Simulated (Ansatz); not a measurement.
Mulliken charges of BGaH$_{6}$Si (`[BH2][GaH][SiH3]`) from ωB97M-V/def2-TZVPP in Ansatz (PBE0-D4/def2-TZVP geometry).

```json
{"atom": "B1", "x (Å)": "-1.486", "y (Å)": "0.688", "z (Å)": "-1.467", "charge (e)": "-0.108"}
{"atom": "Ga2", "x (Å)": "0.336", "y (Å)": "0.690", "z (Å)": "-0.510", "charge (e)": "0.028"}
{"atom": "Si3", "x (Å)": "0.857", "y (Å)": "-0.859", "z (Å)": "1.281", "charge (e)": "-0.028"}
{"atom": "H4", "x (Å)": "-1.698", "y (Å)": "0.002", "z (Å)": "-2.427", "charge (e)": "0.094"}
{"atom": "H5", "x (Å)": "-2.413", "y (Å)": "1.335", "z (Å)": "-1.068", "charge (e)": "0.094"}
{"atom": "H6", "x (Å)": "1.503", "y (Å)": "1.686", "z (Å)": "-0.874", "charge (e)": "-0.019"}
{"atom": "H7", "x (Å)": "2.037", "y (Å)": "-1.692", "z (Å)": "0.909", "charge (e)": "-0.019"}
{"atom": "H8", "x (Å)": "-0.259", "y (Å)": "-1.785", "z (Å)": "1.617", "charge (e)": "-0.022"}
{"atom": "H9", "x (Å)": "1.211", "y (Å)": "-0.110", "z (Å)": "2.521", "charge (e)": "-0.019"}
```

Q: By hand: the dipole of these point charges (1 e Å = 4.8032 D).

A: Σ q r = (-0.325, 0.136, -0.304) e Å, of length 0.465 e Å = 2.23 D.

Q: How does the dipole of the full density compare? (Estimate.)

A: Ansatz gave: (-0.102, 0.049, -0.100) e Å, 0.73 D; the point charges give 3.05 times that, at 2° from its direction.

Point charges leave out the atoms' own dipoles, such as those of lone pairs, and Mulliken's split depends on the basis, so the two needn't agree.
